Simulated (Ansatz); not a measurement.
Total energies of the cluster Li₃Si (the lowest doublet isomer of a short search) from Ansatz at PBE-D4/def2-TZVP, gas phase (1 Eh = 27.2114 eV = 2625.5 kJ/mol). The reference geometry is relaxed at PBE-D4/def2-TZVP.

| atom | x (Å) | y (Å) | z (Å) |
| --- | --- | --- | --- |
| Li1 | 0.598 | 2.178 | -0.791 |
| Li2 | -1.197 | -2.059 | 0.238 |
| Li3 | 1.203 | -0.239 | 1.115 |
| Si4 | -0.603 | 0.119 | -0.561 |

| state | geometry | energy (Eh) |
| --- | --- | --- |
| charge 0 doublet | reference | -311.79723 |
| charge 1 triplet | reference | -311.60951 |
| charge 0 quartet | relaxed at PBE-D4/def2-TZVP | -311.77414 |
| free Li atom (doublet) | – | -7.46192 |
| free Si atom (triplet) | – | -289.22285 |

**Question.** Work out the vertical ionisation energy to the triplet.

**Answer.** E(charge 1 triplet) − E(charge 0 doublet) = -311.60951 − (-311.79723) = 0.18772 Eh = 5.11 eV. For comparison, −ε of the highest occupied level of the spin that leaves is 3.03 eV at this level, 2.08 eV less.

**Question.** Which of the charge 0 states is lowest, and how far above it are the others?

**Answer.** The doublet. quartet: -311.77414 − (-311.79723) = 0.02309 Eh = 60.6 kJ/mol.

**Question.** What is the binding energy per atom against free atoms?

**Answer.** Atoms: 3 × (-7.46192) + 1 × (-289.22285) = -311.60861 Eh. Binding: -311.60861 − (-311.79723) = 0.18862 Eh = 5.13 eV, or 1.28 eV for each of 4 atoms (no zero-point energy, no counterpoise term).

The structure comes from a short search, and lower isomers may exist.
